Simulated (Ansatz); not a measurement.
Total energies of C$_{3}$H$_{5}$F$_{3}$O$_{4}$S (`O=S(=O)(OCCO)C(F)(F)F`).

Z-matrix (Å, degrees):
```
S
C 1 1.847
O 1 1.422 2 106.6
O 1 1.564 2 100.2 3 -115.5
O 1 1.416 2 106.8 3 133.2
F 2 1.329 1 109.6 3 55.6
F 2 1.320 1 109.1 3 -63.9
F 2 1.321 1 110.3 3 175.7
C 4 1.455 1 121.4 2 88.5
C 9 1.505 4 107.0 1 140.5
H 9 1.091 4 107.0 1 -100.2
H 9 1.091 4 109.2 1 19.6
O 10 1.403 9 112.8 4 63.3
H 10 1.093 9 107.9 4 -178.8
H 10 1.098 9 109.4 4 -61.9
H 13 0.962 10 108.4 9 -65.8
```

The species carries charge 0 and has multiplicity 1. The geometry is a stationary point of PBE0-D4/def2-TZVP. It is one conformer, not always the lowest. Basis def2-TZVPP, Ansatz 0.2.0.

RPA on PBE orbitals: Hartree–Fock energy of these orbitals -1111.93370 Eh, correlation -3.59516 Eh (frozen core).

```tsv
functional	energy without D4 (Eh)	D4 term (kJ/mol)
r2SCANh	-1115.85141	-12.2
ωB97X-V	-1115.95349	–
```

Task: Give the same for LDA (SPW92), PBE, revPBE, BLYP, r2SCAN, B97M-V, PBE0, B3LYP, r2SCAN0, HSE06 (plane-wave form), BHLYP, CAM-B3LYP, LC-ωPBE, ωB97M-V, B2PLYP, PBE-QIDH. (Best estimate.)

Result: Ansatz gave: 
```csv
functional,energy without D4 (Eh),D4 term (kJ/mol)
LDA (SPW92),-1109.82549,–
PBE,-1115.34622,-42.8
revPBE,-1115.93300,-137.6
BLYP,-1116.12101,-93.9
r2SCAN,-1115.89793,-11.6
B97M-V,-1115.94828,–
PBE0,-1115.37260,-36.3
B3LYP,-1116.24787,-67.8
r2SCAN0,-1115.78489,-13.3
HSE06 (plane-wave form),-1115.33479,-33.7
BHLYP,-1115.89954,-48.1
CAM-B3LYP,-1116.03500,-36.5
LC-ωPBE,-1115.72303,–
ωB97M-V,-1116.03236,–
B2PLYP,-1115.66665,–
PBE-QIDH,-1115.19413,–
```

B3LYP takes the VWN-RPA correlation (the form of Gaussian; ORCA's B3LYP/G). HSE06 is the plane-wave form, built on full-range PBE exchange. The double hybrids freeze the cores in their second-order part.

LC-ωPBE has ω = 0.4 bohr⁻¹.
